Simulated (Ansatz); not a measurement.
**Which method gave which barrier?**

Saddle point of BNH₄SF₂, singlet (BNH₂F₂ ([NH2][B]([F])[F]) + H₂S → BHSF₂ ([F][B]([F])[SH]) + NH₃ (still joined by a long B–N bond); bonds formed: B1–S6, N2–H5; bonds broken: H5–S6; bonds weakened to dative contacts: B1–N2), PBE0-D4/def2-TZVP structure:

B1  (-0.609, -0.346, -0.401)
N2  (0.506, 0.669, -0.629)
F3  (-0.310, -1.616, -0.714)
F4  (-1.847, 0.101, -0.649)
H5  (0.486, 0.631, 0.769)
S6  (-0.347, -0.151, 1.847)
H7  (0.218, 1.540, -1.057)
H8  (1.338, 0.308, -1.078)
H9  (0.565, -1.135, 1.912)
(Å)

Program: Ansatz 0.2.0. Basis: def2-TZVPP, with def2-QZVPP for the basis limit. Cores are frozen in the correlated methods. Extrapolation: Hartree–Fock as exp(−7.88 √X), correlation as X^−2.97. Four methods, as single points on the PBE0-D4 structures, gave these electronic barriers from the start structure: 86.1, 101.0, 139.5, 191.1 kJ/mol.

(1) The methods were, in alphabetical order, BHLYP-D4, HF, PBE-D4, PBE0-D4. Which gave which? (Judge from chemistry; the calculation decides.)

No T1 diagnostic of these runs exceeds 0.012.

Answers

(1) By the calculation: PBE-D4 86.1; PBE0-D4 101.0; BHLYP-D4 139.5; HF 191.1 kJ/mol. For comparison, CCSD(T) at an estimated basis limit (MP2 extrapolated from triple and quadruple zeta, plus CCSD(T) − MP2 in triple zeta) gives 122.5 kJ/mol.

Labels in which every atom is bracketed show which atoms are joined, not bond orders.

For scale, one of the runs: CCSD(T)/def2-TZVPP, 222 basis functions, launched by `ansatz run in.yaml --threads 4 --pin off --events-out ev --progress --plain --max-ram 9574MiB`. The run took 76 s on 4 CPU threads of an Arm Neoverse V2 (shared host), with 3.7 GiB of host memory at its peak.
